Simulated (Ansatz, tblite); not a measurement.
Cost and result up the ladder for HfH₄ (5 atoms). Total charge 0; singlet. Geometry: B3LYP-D4/def2-TZVP.

```xyz
5

Hf    0.000    0.000    0.000
H     1.733   -0.230   -0.596
H    -1.168   -0.831   -1.166
H    -0.389    1.804    0.080
H    -0.176   -0.744    1.682
```

Ansatz on 4 threads of Arm Neoverse V1 on a shared host; xTB runs through tblite on one thread. Times are rough, summed over both states, and most runs start from the orbitals of an earlier one. CCSD(T)/def2-TZVPP serves as the yardstick here, not as an exact answer. The other state is a doublet.

In the def2 sets Hf takes a core potential; there is no spin–orbit coupling. The xTB rows come from tblite. Correlated methods freeze no core orbitals; core or outer-core shells of Hf are correlated, in sets that lack core-valence functions. In CCSD on the charge 1 doublet the largest single amplitude is 0.23, so its Hartree–Fock determinant may place the open shell otherwise than the density functionals do. HOMO above LUMO, or a gap near zero within one spin, warns that the state may not be the lowest or that an electron is smeared out.

Correlated methods converge slowly with the basis.

Raw xTB energies of ions are shifted by several eV.

```json
{"level": "GFN2-xTB", "functions": "13", "wall time": "0.004 s", "vertical IE (eV)": "14.88", "difference from CCSD(T)/def2-TZVPP (eV)": "3.81", "remarks": "–"}
{"level": "GFN1-xTB", "functions": "17", "wall time": "0.005 s", "vertical IE (eV)": "15.62", "difference from CCSD(T)/def2-TZVPP (eV)": "4.54", "remarks": "–"}
{"level": "PBE-D4/def2-TZVP", "functions": "64", "wall time": "1.2 s", "vertical IE (eV)": "10.30", "difference from CCSD(T)/def2-TZVPP (eV)": "-0.77", "remarks": "gap within one spin near zero (+1 doublet)"}
{"level": "PBE0-D4/def2-TZVP (with forces)", "functions": "64", "wall time": "2.2 s", "vertical IE (eV)": "10.68", "difference from CCSD(T)/def2-TZVPP (eV)": "-0.40", "remarks": "–"}
{"level": "r2SCAN-D4/def2-TZVP", "functions": "64", "wall time": "2.6 s", "vertical IE (eV)": "10.50", "difference from CCSD(T)/def2-TZVPP (eV)": "-0.57", "remarks": "–"}
{"level": "CCSD(T)/def2-TZVPP", "functions": "112", "wall time": "14 s", "vertical IE (eV)": "11.07", "difference from CCSD(T)/def2-TZVPP (eV)": "0.00", "remarks": "–"}
```
